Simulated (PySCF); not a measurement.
Cd(Me)(OH), SMILES [OH][Cd][CH3] (CH₄CdO), CAM-B3LYP/def2-SVP optimised geometry. Atoms within 1.6 Å of the plane z = 0.0 Å (x, y, z in Å): Cd1 (0.06, -0.14, 0.00), C2 (-2.02, -0.03, 0.00), H3 (-2.43, -0.50, -0.90), H4 (-2.35, 1.02, 0.03), H5 (-2.43, -0.54, 0.88), O6 (2.03, -0.14, 0.00), H7 (2.43, -1.02, 0.01).

Calculation: CAM-B3LYP/def2-TZVP, def2 effective core potentials past Kr (PySCF). The core electrons that the potentials of Cd replace are not part of the density. Cells within 0.4 Å of a nucleus heavier than hydrogen are left out (blank, or x).

Map of the deformation density (molecule minus spherical neutral atoms) (e/bohr³) on the plane z = 0.0 Å:

```
|2222222222222222222222222222222|
|2222222222222222222222222222222|
|2222222222222222222222222222222|
|2222222222222222222222222222222|
|2222222222222222222222222222222|
|2222222222222222222222222222222|
|2222222222222222222222222222222|
|2222222222222222222222222222222|
|2222222222222222222222222222222|
|2222222222222222222222222222222|
|2222222222222222222222222222222|
|2222222443222222222222222222222|
|2222224984332222222222333222222|
|2222224895333222222223333322222|
|22222235xx443120211333553322222|
|2222222xxx5530xxx0134xxx3222222|
|22222224xx4530xxx0145xx23222222|
|2222223332333220212342574222222|
|2222222222233222222333693222222|
|2222222222222222222222331122222|
|2222222222222222222222211222222|
|2222222222222222222222222222222|
|2222222222222222222222222222222|
|2222222222222222222222222222222|
|2222222222222222222222222222222|
|2222222222222222222222222222222|
|2222222222222222222222222222222|
|2222222222222222222222222222222|
|2222222222222222222222222222222|
|2222222222222222222222222222222|
|2222222222222222222222222222222|
```
Scale: ten equal steps from -0.039 (start of '0') to 0.097 (end of '9'), in the order '0123456789'; x runs from -4.50 to 4.50, y from -4.50 (bottom) to 4.50 (top).
